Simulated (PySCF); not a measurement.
Compound: C₇H₇OS (charge +1).
Atom-mapped SMILES: `[CH:1]#[C:2][CH2:3][c+:4]1[o:5][cH:6][c:7]([CH3:8])[s:9]1`

Geometry (GFN2-xTB, Å), atoms numbered from 1 in this order:
```xyz
16
C7H7OS angstrom
C      3.5360   -0.9384    0.2400
C      2.7503   -0.5407   -0.5690
C      1.7636   -0.0453   -1.5258
C      0.4969    0.1572   -0.7810
O      0.2592    1.2648   -0.1522
C     -0.8843    1.2589    0.5479
C     -1.5927    0.1068    0.4775
C     -2.8787   -0.2392    1.1103
S     -0.7178   -1.0108   -0.5454
H      4.2641   -1.2912    0.9104
H      1.6374   -0.7758   -2.3278
H      2.1151    0.9045   -1.9393
H     -1.1212    2.1606    1.0846
H     -3.2530    0.6009    1.6886
H     -2.7628   -1.0972    1.7716
H     -3.6196   -0.5062    0.3575
```

Probes without a nucleus sit at each ring's centroid and 1 Å off its mean plane on both sides; NICS is minus the shielding there, NICSzz its component along the normal. Level: GIAO PBE0/pcSseg-1 (PySCF, non-relativistic, gas phase) on the GFN2-xTB geometry, one conformer.

Ring bond lengths (Å), with Mayer bond orders in brackets: C4–O5 1.296 (1.23), O5–C6 1.341 (1.02), C6–C7 1.354 (1.58), C7–S9 1.750 (1.14), S9–C4 1.702 (1.35).

Question: What do the NICS probes read (ppm)?

Answer: 
```csv
ring,type,NICS(0),"NICS(1), two faces","NICS(1)zz, two faces",rms pucker (Å),"centre to ring atoms, mean (Å)"
C4–O5–C6–C7–S9,5-membered ring with O and S; formal bonds all aromatic,-11.2,-10.2 / -10.0,-22.5 / -21.6,0.00,1.26
```

Question: What do they say, and how far can they be read as aromaticity?

Answer: 
- C4–O5–C6–C7–S9: mean NICS(1)zz -22.1 ppm, shielded. The ring is flat and has no four-coordinate atom; by the NICS criterion it is aromatic.

Question: How equal are the bonds by HOMA? HOMA = 1 − mean of α(R − Ropt)² over the ring bonds, with Krygowski's 1993 parameters (CC: Ropt 1.388 Å, α 257.7 Å⁻²; CO: Ropt 1.265 Å, α 157.38 Å⁻²; CS: Ropt 1.677 Å, α 94.09 Å⁻²).

Answer: 
- C4–O5–C6–C7–S9: HOMA 0.62; the largest term is that of O5–C6, α(R − Ropt)² = 0.90.

Question: What field does 11.7 T along the ring normal induce along that normal at the first NICS(1) probe listed for ring C4–O5–C6–C7–S9, 1 Å off the ring?

Answer: NICSzz × B0 = -22.5 ppm × 11.7 T = -263 μT, against the applied field.
